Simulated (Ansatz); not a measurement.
Cartesian coordinates in Å:
```
C 1.1831 -0.4633 2.4956
O 0.5522 0.1813 1.4139
Si 0.4346 -0.4861 -0.0791
N -0.1024 0.7095 -1.1873
Si -1.6342 0.8180 -1.9385
Cl -1.6470 0.0125 -3.8381
H 0.5728 -1.2884 2.8790
H 2.1667 -0.8590 2.2152
H 1.3200 0.2653 3.2963
H 1.7786 -1.0029 -0.4554
H -0.5703 -1.5799 -0.1062
H 0.5749 1.4111 -1.4538
H -2.6059 0.0465 -1.1367
H -2.0234 2.2355 -2.1047
```

Charge 0, multiplicity 1.

List the PBE0/def2-TZVPP orbital energies in eV (the Gaussian-basis code of Ansatz). (Best estimate.)

Computed: Occupied: -2767.10, -1803.69, -1803.22, -522.74, -391.26, -279.57, -258.96, -197.23, -197.11, -197.11, -145.89, -145.43, -100.59, -100.54, -100.51, -100.11, -100.11, -100.08, -28.57, -24.17, -22.81, -19.43, -15.61, -15.27, -13.59, -12.94, -12.87, -12.26, -11.15, -10.98, -10.48, -9.94, -9.20, -9.01, -8.75, -8.37, -8.17. Lowest empty: 0.24, 0.80, 0.86, 1.54, 1.75, 1.79, 2.19, 2.41.
